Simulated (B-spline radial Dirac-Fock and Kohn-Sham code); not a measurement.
These are calculated numbers from a radial finite-basis atomic code; the model is relativistic Hartree-Fock (Dirac-Fock) wave functions, averaged over the configuration.

Question: This computed X-ray form factor belongs to an atom or ion in its tabulated ground configuration. Which?

```tsv
sin θ/λ (Å⁻¹)	f₀
0.08	6.988
0.1	6.981
0.13	6.968
0.16	6.952
0.8	5.926
1	5.427
3.14	1.713
3.94	1.377
6.23	0.918
```

Answer: Cu²²⁺, with 7 electrons in [He] 2s2 2p3. f₀ tends to the number of electrons as s goes to zero, which the first rows give only roughly, and the rate of fall reflects the nuclear charge, 29.

Question: This computed X-ray form factor belongs to an atom or ion in its tabulated ground configuration. Which?

| sin θ/λ (Å⁻¹) | f₀ |
| --- | --- |
| 0.15 | 57.845 |
| 0.3 | 52.234 |
| 0.8 | 30.102 |
| 1.6 | 16.157 |
| 1.8 | 14.738 |
| 2 | 13.483 |
| 2.5 | 10.600 |
| 3 | 8.217 |
| 3.5 | 6.577 |

Answer: Hf¹²⁺, with 60 electrons in [Kr] 4d10 4f12 5s2. f₀ tends to the number of electrons as s goes to zero, which the first rows give only roughly, and the rate of fall reflects the nuclear charge, 72.

Question: This computed X-ray form factor belongs to an atom or ion in its tabulated ground configuration. Which?

| sin θ/λ (Å⁻¹) | f₀ |
| --- | --- |
| 0.14 | 72.662 |
| 0.18 | 69.766 |
| 0.27 | 62.681 |
| 0.41 | 52.708 |
| 0.63 | 41.498 |
| 0.96 | 30.236 |
| 1.46 | 19.815 |
| 2.23 | 13.691 |
| 3.4 | 8.433 |

Answer: Hg²⁺, with 78 electrons in [Xe] 4f14 5d10. f₀ tends to the number of electrons as s goes to zero, which the first rows give only roughly, and the rate of fall reflects the nuclear charge, 80.

Question: This computed X-ray form factor belongs to an atom or ion in its tabulated ground configuration. Which?

```tsv
sin θ/λ (Å⁻¹)	f₀
0.16	12.951
0.32	12.805
0.94	11.504
1.35	10.284
1.61	9.494
1.92	8.606
2.3	7.647
2.75	6.703
3.92	4.869
```

Answer: Pm⁴⁸⁺, with 13 electrons in [Ne] 3s2 3p1. f₀ tends to the number of electrons as s goes to zero, which the first rows give only roughly, and the rate of fall reflects the nuclear charge, 61.

Question: This computed X-ray form factor belongs to an atom or ion in its tabulated ground configuration. Which?

```tsv
sin θ/λ (Å⁻¹)	f₀
0.17	15.886
0.25	15.756
0.74	14.067
0.89	13.336
1.07	12.403
1.28	11.301
1.54	10.013
1.84	8.725
3.84	4.662
```

Answer: La⁴¹⁺, with 16 electrons in [Ne] 3s2 3p4. f₀ tends to the number of electrons as s goes to zero, which the first rows give only roughly, and the rate of fall reflects the nuclear charge, 57.
